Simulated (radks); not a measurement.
Task: Species: Er5+. Configuration: [Kr] 4d10 4f10 5s2 5p5 (the NIST ground configuration). Calculated with a radial shooting solver on a logarithmic mesh with Libxc functionals: scalar-relativistic Kohn-Sham, PBEsol, spin-polarised, spherical densities, point nucleus; open shells are filled with parallel spins first (spin-orbit coupling, left out, can overturn this in heavy ions). Some entries of the table are withheld. Estimate them.

| orbital | occ. | eigenvalue (eV) | r(max) (bohr) |
|---|---|---|---|
| 1s up | 1 | -57426.70 | 0.01286 |
| 1s down | 1 | -57426.61 | 0.01286 |
| 2s up | 1 | -9708.618 | 0.07325 |
| 2s down | 1 | -9708.506 | 0.07325 |
| 2p up | 3 | -8595.734 | 0.05957 |
| 2p down | 3 | -8595.612 | 0.05957 |
| 3s up | 1 | -2233.729 | 0.2073 |
| 3s down | 1 | -2231.748 | 0.2072 |
| 3p up | 3 | -1895.281 | 0.2040 |
| 3p down | 3 | -1893.296 | 0.2039 |
| 3d up | 5 | -1471.349 | 0.1664 |
| 3d down | 5 | -1469.810 | 0.1663 |
| 4s up | 1 | -500.6502 | 0.4736 |
| 4s down | 1 | -496.6227 | 0.4735 |
| 4p up | 3 | -389.0170 | 0.4949 |
| 4p down | 3 | -385.0532 | 0.4949 |
| 4d up | 5 | -239.4905 | 0.5106 |
| 4d down | 5 | -235.5710 | 0.5106 |
| 5s up | 1 | -116.8461 | 1.083 |
| 5s down | 1 | -114.0951 | 1.087 |
| 5p up | 3 | (1) | (2) |
| 5p down | 2 | (3) | (4) |
| 4f up | 7 | -75.0922 | (5) |
| 4f down | 3 | -71.2825 | (6) |

Result: 
(1) 5p up eigenvalue (eV): -88.0893
(2) 5p up r(max) (bohr): 1.212
(3) 5p down eigenvalue (eV): -85.7371
(4) 5p down r(max) (bohr): 1.219
(5) 4f up r(max) (bohr): 0.4999
(6) 4f down r(max) (bohr): 0.5010
